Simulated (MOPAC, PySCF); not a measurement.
C₃H₅ClSi, SMILES `CC#C[SiH2]Cl`, neutral singlet in the gas phase. 

Cartesian coordinates (Å):
```xyz
10

C     -2.1769     0.0392     0.5729
C     -0.7845     0.0511     0.1842
C      0.3806     0.0576    -0.1393
Si     2.1192     0.0670    -0.6217
Cl     3.0518    -1.6254     0.0795
H     -2.8249     0.1286    -0.3024
H     -2.4241    -0.8936     1.0857
H     -2.3985     0.8686     1.2488
H      2.2460     0.0709    -2.0957
H      2.8112     1.2360    -0.0357
```
Charge 0, multiplicity 1.

All levels are single points at this geometry (PBE0-D4/def2-TZVP); Pople sets use spherical d functions. Orbital energies aren't observables, and empty levels follow the basis.

| level | HOMO (eV) | LUMO (eV) | gap (eV) | dipole (D) | vertical IE, Delta-SCF (eV) |
|---|---|---|---|---|---|
| PBE-D3(BJ)/def2-TZVP in PySCF | -6.77 | -1.40 | 5.38 | 2.75 | – |
| PBE0-D4/def2-TZVP in PySCF | -7.98 | -0.50 | 7.48 | 2.78 | 9.99 |
| B3LYP/3-21G in PySCF | -7.73 | -0.60 | 7.13 | 3.53 | – |
| B3LYP/6-31G* in PySCF | -7.53 | -0.51 | 7.02 | 3.05 | 9.85 |
| BP86/6-31G* in PySCF | -6.66 | -1.31 | 5.35 | 3.07 | – |
| M06-2X/6-31G* in PySCF | -9.06 | 0.48 | 9.53 | 3.06 | – |
| PBE/6-31G* in PySCF | -6.56 | -1.24 | 5.33 | 3.08 | – |
| SVWN5/6-31G* in PySCF | -6.66 | -1.43 | 5.23 | 3.14 | 9.62 |
| HF/3-21G in PySCF | -10.84 | 2.94 | 13.78 | 3.94 | – |
| HF/6-31G* in PySCF | -10.60 | 3.08 | 13.68 | 3.20 | 9.08 |
| AM1 in MOPAC | -10.71 | -0.34 | 10.38 | 2.42 | – |
| PM3 in MOPAC | -9.88 | -0.18 | 9.70 | 2.36 | – |
| PM7 in MOPAC | -10.93 | -0.44 | 10.49 | 3.17 | – |
